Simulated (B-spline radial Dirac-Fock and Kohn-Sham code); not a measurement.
# What relativity does to the binding energies of Ba³⁵⁺

System: the Ba³⁵⁺ ion, [Ar] 3d3.

Both columns are ΔSCF binding energies of the configuration average from a B-spline atomic structure program: non-relativistic Hartree-Fock with a point nucleus, and Dirac-Fock with a finite nucleus and the Coulomb interaction alone, averaged over the two j levels with weights 2j+1.

| shell | Hartree-Fock (eV) | Dirac-Fock (eV) | shift (eV) | shift (%) |
| --- | --- | --- | --- | --- |
| 1s | 37688.6 | 39381.5 | +1692.96 | +4.49 |
| 2s | 7315.2 | 7755.6 | +440.44 | +6.02 |
| 2p | 6997.7 | 7140.8 | +143.08 | +2.04 |
| 3s | 2666.2 | 2785.6 | +119.48 | +4.48 |
| 3p | 2532.7 | 2580.1 | +47.45 | +1.87 |
| 3d | 2339.6 | 2339.3 | -0.28 | -0.01 |

Relativity binds 1s, 2s, 2p, 3s, 3p more strongly, among those listed most of all 2s in relative terms, and 3d more weakly, because the contracted s and p shells screen the nucleus better.

Values without a named source are computed, but for edge energies of neutral atoms, which are taken from tables.
